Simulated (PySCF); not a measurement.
The numbers are results of ωB97X-D3(BJ)/def2-TZVP // PBE0-D3(BJ)/def2-TZVP (PySCF), not measurements. Isolated molecules, 0 K electronic values unless said otherwise. One relaxed conformer stands for a flexible species; it need not be the lowest. Delta-SCF ions had no search for a lower state. Excitations are Tamm–Dancoff values on a coarser integration grid. The basis has no diffuse functions, so Rydberg states are missing or too high.

Reference species (SMILES): `C=C[SiH]=C` (C–C–Si–C torsion 15°) (neutral, multiplicity 1).

```yaml
HOMO–LUMO gap: 8.81 eV
T1 excitation (TDA): 2.62 eV
vertical ionisation energy (Delta-SCF): 8.14 eV
S1 oscillator strength: 0.292
```

After one change: the HOMO–LUMO gap rises by 1.03 eV; the T1 excitation (TDA) goes up by 0.45 eV; the vertical ionisation energy (Delta-SCF) rises by 0.42 eV; the S1 oscillator strength goes up by 0.047.

Question: Name the change that produced these shifts. The new species is one of these.
(A) `C=[SiH]O[SiH3]` (C–Si–O–Si torsion 1°)
(B) `C=[SiH]CO` (C–Si–C–O torsion -4°, Si–C–O–H torsion -47°)
(C) `C=[SiH]C(N)=O` (C–Si–C–O torsion 180°)
(D) `C=[SiH][S@@](C)=O` (C–Si–S–O torsion 10°)

Answer: B, `C=[SiH]CO` (C–Si–C–O torsion -4°, Si–C–O–H torsion -47°)
